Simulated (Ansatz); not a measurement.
BH₃Se, SMILES `B[SeH]`. The species carries charge 0 and has multiplicity 1.

**Question.** What are the harmonic wavenumbers in cm⁻¹ at PBE0-D4/def2-TZVP (Ansatz, finite differences of forces, unscaled)? (An estimate is asked.)

**Answer.** Ansatz gave: 603, 606, 706, 878, 917, 1175, 2434, 2617, 2730.

**Question.** Is this a minimum?

**Answer.** Yes, all 9 modes are real.

**Question.** Give the ideal-gas thermochemistry at 298.15 K and 1 bar (rigid rotor, harmonic oscillator; point group Cs, symmetry number 1).

**Answer.** Zero-point energy 75.8 kJ/mol; H(298) − E = 87.1 kJ/mol; entropy 258.2 J/(mol·K), of which translation 165.4, rotation 86.5, vibration 6.3; G(298) − E = 10.1 kJ/mol.
